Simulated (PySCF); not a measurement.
Delta-SCF ions had no search for a lower state. Excitations are Tamm–Dancoff values on a coarser integration grid. The basis has no diffuse functions, so Rydberg states are missing or too high.

CH3B3, SMILES `B=C=BB` (C–B–B–H torsion 46°) (charge 0, multiplicity 1)

The numbers are results of PBE0-D3(BJ)/def2-TZVP in PySCF, not measurements.

* **HOMO**: -7.45 eV
* **dipole moment**: 0.32 D
* **LUMO**: -3.34 eV
* **HOMO–LUMO gap**: 4.11 eV
* **S1 excitation (TDA)**: 2.56 eV
* **S1 oscillator strength**: 0.000
* **brightest of the four lowest singlets (TDA)**: 3.46 eV
* **T1 excitation (TDA)**: 2.16 eV
* **S1–T1 gap (TDA)**: 0.40 eV
* **vertical ionisation energy (Delta-SCF)**: 9.48 eV
* **total energy**: -3107.82 eV
* **cost**: around 50 core-seconds (rough)

```xyz
7

B      2.4648    -0.0058    -0.0078
C      1.1067    -0.0029    -0.0025
B     -0.2579     0.0005     0.0015
B     -1.9063     0.0046     0.0063
H      3.6382    -0.0084    -0.0123
H     -2.5202     1.0232     0.1222
H     -2.5252    -1.0112    -0.1074
```
